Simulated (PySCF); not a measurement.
These 2 structures share the formula C6H8F2O. Theory: PBE0-D3(BJ)/def2-SVP geometry optimisation, gas phase (PySCF). Energies are electronic, without zero-point or thermal terms, for one conformer each. No frequencies were run at this level. Point groups hold within 0.08 Å.

Question: Rank from lowest to highest electronic energy at this level (kcal/mol).
A. `[O:1]=[C:2]1[CH2:3][CH2:4][CH2:5][CH2:6][C:7]1([F:8])[F:9]` with O1–C2–C3–C4 125°, C2–C3–C4–C5 54°, C3–C4–C5–C6 -56°, C4–C5–C6–C7 56°
B. `[CH2:1]=[C:2](/[CH:3]=[CH:4]/[CH3:5])[O:6][CH:7]([F:8])[F:9]` with C1–C2–C3–C4 179°, C1–C2–O6–C7 -22°, C2–O6–C7–F8 -162°

Answer: A (0.0), B (31.7).

As drawn, the lower has a C=O bond, which the higher lacks; the higher has a C=C bond outside aromatic rings, which the lower lacks.

```json
{"SMILES": "O=C1CCCCC1(F)F", "E (Eh)": "-507.46629", "E rel (kcal/mol)": "0.0", "dipole (D)": "3.95", "point group": "C1", "A, B, C (MHz)": "2219, 1704, 1254"}
{"SMILES": "C=C(/C=C/C)OC(F)F", "E (Eh)": "-507.41573", "E rel (kcal/mol)": "31.7", "dipole (D)": "2.28", "point group": "C1", "A, B, C (MHz)": "3004, 849.6, 689.9"}
```
